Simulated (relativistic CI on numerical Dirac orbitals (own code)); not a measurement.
# Charge states of holmium

These numbers are calculated, not measured: Dirac-Coulomb-Breit CI, orbitals from a KLI potential per configuration, model QED, valence Slater integrals scaled by 0.9 (own radial code, finite nucleus).

Each species is treated in one configuration, given outside its closed core. Radial values are for the open shell of highest l, unscaled and averaged over j; ζ includes the Breit term. Labels give the leading LS character, summed over repeated terms.

| Ion | Configuration | Its lowest level | LS weight (%) | F² (cm⁻¹) | F⁴ (cm⁻¹) | Next level | E (cm⁻¹) | ⟨r⟩ (bohr) | ⟨r²⟩ (bohr²) |
| --- | --- | --- | --- | --- | --- | --- | --- | --- | --- |
| Ho | 4f¹¹6s² | ⁴I°15/2 | 98 | 113900 | 70850 | ⁴I°13/2 | 5460.3 | 0.8474 | 1.001 |
| Ho+ | 4f¹¹6s | ⁵I°8 | 98 | 114200 | 71080 | ³I°7 | 938.42 | 0.8424 | 0.9745 |
| Ho2+ | 4f¹¹ | ⁴I°15/2 | 98 | 114900 | 71490 | ⁴I°13/2 | 5396.5 | 0.8342 | 0.9366 |
| Ho3+ | 4f¹⁰ | ⁵I8 | 94 | 123200 | 77060 | ⁵I7 | 5035.8 | 0.7817 | 0.7908 |
| Ho4+ | 4f⁹ | ⁶H°15/2 | 93 | 130700 | 82130 | ⁶H°13/2 | 4181.3 | 0.7422 | 0.6953 |
| Ho8+ | 4d¹⁰4f¹⁰5s²5p | ⁶H°15/2 | 53 | 134800 | 85030 | J = 17/2 (mixed) | 4305.7 | 0.7214 | 0.6405 |
| Ho10+ | 4d¹⁰4f⁹5s² | ⁶H°15/2 | 94 | 143200 | 90790 | ⁶H°13/2 | 4210.2 | 0.6864 | 0.5706 |
| Ho11+ | 4d¹⁰4f⁸5s² | ⁷F6 | 95 | 149100 | 94830 | ⁷F5 | 3040.9 | 0.6641 | 0.5299 |
| Ho12+ | 4d¹⁰4f⁷5s² | ⁸S°7/2 | 96 | 154800 | 98740 | ⁶P°7/2 | 46055 | 0.644 | 0.4949 |
| Ho13+ | 4d¹⁰4f⁶5s² | ⁷F0 | 87 | 160300 | 102500 | ⁷F1 | 1045.4 | 0.6259 | 0.4645 |
| Ho14+ | 4d¹⁰4f⁶5s | ⁸F1/2 | 91 | 162500 | 104100 | ⁸F3/2 | 1065.3 | 0.619 | 0.4528 |
| Ho15+ | 4d¹⁰4f⁴5s² | ⁵I4 | 93 | 170800 | 109800 | ⁵I5 | 4932.4 | 0.594 | 0.4142 |
| Ho16+ | 4d¹⁰4f⁵ | ⁶H°5/2 | 90 | 170100 | 109400 | ⁶H°7/2 | 3033.4 | 0.5964 | 0.4166 |
| Ho17+ | 4d¹⁰4f⁴ | ⁵I4 | 93 | 175100 | 112800 | ⁵I5 | 5102 | 0.5824 | 0.3956 |
| Ho18+ | 4d¹⁰4f³ | ⁴I°9/2 | 91 | 180000 | 116200 | ⁴I°11/2 | 7915.4 | 0.5693 | 0.3767 |
| Ho19+ | 4d¹⁰4f² | ³H4 | 92 | 184800 | 119500 | ³H5 | 10870 | 0.557 | 0.3594 |
| Ho20+ | 4d¹⁰4f | ²F°5/2 | 100 |  |  | ²F°7/2 | 13265 | 0.5455 | 0.3438 |
| Ho21+ | 4d¹⁰ | ¹S0 | 100 |  |  |  |  |  |  |
| Ho22+ | 4d⁹ | ²D5/2 | 100 |  |  | ²D3/2 | 72902 | 0.5302 | 0.3215 |
| Ho23+ | 4d⁸ | ? | ? | ? | ? | ? | ? | ? | ? |
| Ho24+ | 4d⁷ | ⁴F9/2 | 70 | 194300 | 131900 | J = 3/2 (mixed) | 31305 | 0.5195 | 0.3085 |
| Ho25+ | 4d⁶ | J = 4 (mixed) | 50 | 196200 | 133300 | J = 2 (mixed) | 18930 | 0.5144 | 0.3024 |
| Ho26+ | 4d⁵ | J = 5/2 (mixed) | 33 | 198000 | 134600 | J = 5/2 (mixed) | 53014 | 0.5093 | 0.2964 |
| Ho27+ | 4d⁴ | ³P0 | 54 | 199800 | 135900 | ⁵D1 | 58077 | 0.5044 | 0.2907 |

(1) Fill in the row of Ho23+.

With one configuration, terms of near-neutral atoms and ions can be 10 to 25 % off, and close levels can change places.

Answers

(1) Its lowest level ³F4; LS weight (%) 92; F² (cm⁻¹) 192400; F⁴ (cm⁻¹) 130500; Next level J = 2 (mixed); E (cm⁻¹) 22461; ⟨r⟩ (bohr) 0.5248; ⟨r²⟩ (bohr²) 0.3149.
